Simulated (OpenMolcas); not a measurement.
# Ni2+: ligand-field states by method

Ni2+ with 6 ligands (fluoride) in tetragonal octahedral coordination (D4h) at 2 Å, the axial distance 2.106 Å. A charge of +0.667 e stands 2.6 Å behind each ligand. Ligand basis ANO-RCC-VDZP.

| Item | Value |
| --- | --- |
| Program | OpenMolcas |
| Basis | ANO-RCC-VDZP [5s4p2d1f] |
| Scalar Hamiltonian | DKH2, point nucleus |
| Active space | 8 electrons in 5 orbitals (3d) |
| State averaging | 2S+1 = 3 even, 10 roots; 2S+1 = 1 even, 15 roots |
| Spin-orbit coupling | RASSI with atomic mean-field integrals over the reference wave functions |

I. CASSCF
II. SS-CASPT2, IPEA 0.25 Eh, imaginary shift 0.1 Eh (closed shells correlated: 3s 3p and the ligand valence shells)

Spin-free states (labels of D4, the rotations of D4h) in cm-1, each column counted from its own energy of the first state listed:

| State | Degeneracy | I | II |
| --- | --- | --- | --- |
| 3B1 | 1 | 0 | 0 |
| 3E | 2 | 5113 | 6410 |
| 3B2 | 1 | 6146 | 7740 |
| 3A2 | 1 | 9412 | 10680 |
| 3E | 2 | 9759 | 11230 |
| 1A1 | 1 | 18110 | 14390 |
| 1B1 | 1 | 18431 | 14780 |
| 1E | 2 | 22612 | 20190 |
| 1B2 | 1 | 23545 | 21430 |
| 3A2 | 1 | 25355 | 23530 |
| 3E | 2 | 26498 | 24660 |
| 1A1 | 1 | 28610 | 25470 |
| 1A2 | 1 | 28931 | 27410 |
| 1E | 2 | 30857 | 29620 |
| 1A1 | 1 | 33053 | 32390 |
| 1B1 | 1 | 33498 | 33460 |
| 1E | 2 | 33823 | 33230 |
| 1B2 | 1 | 34358 | 33950 |
| 1A1 | 1 | 68033 | 58830 |

From I to II, I's first state of the same spin (3E) moves from 5113 to 6410 cm-1, by about +1300 cm-1.

From I to II, I's first state of another spin (1A1) moves from 18110 to 14390 cm-1, by about -3700 cm-1.

χT at 300 K: I 1.57, II 1.46 cm3 K/mol.

Over all roots computed the reference weight is 0.70 to 0.71 in II; a low but even weight reflects the number of correlated electrons. Ligand-to-metal charge-transfer states are missing. Without dynamic correlation the repulsion within the d shell is too large (B by tens of per cent), so at a given field states of lower spin stand too high (holds for I). With no ligand orbital active B as a rule stays too high, so bands that hang on it stand too high and its fall with covalency is understated (holds for I). With metal d orbitals alone and no dynamic correlation the field as a rule comes out too small, by tens of per cent, by up to half for chloride and softer ligands, and the orbital part of g and χT, which goes as 1/10Dq, too large (holds for I). A single d shell leaves out the double-shell effect, which counts most for late 3d ions, where the CASPT2 field can be off either way by tens of per cent (holds for II). For late 3d ions with one d shell CASPT2 can put B and the spin-flip bands somewhat low as well as high (holds for II). With one d shell and no ligand orbital active, 10Dq can be off by tens of per cent for divalent 3d ions, low with halides held by bare charges and at times high in hosts, and the orbital part of g and χT goes as 1/10Dq (holds for II). Free-ion shares, where given, are those of the reference states; single-state CASPT2 does not remix them (holds for II). No measured value stands beside these numbers; the geometry is a model, was not optimised and need not be the one that this ion takes.
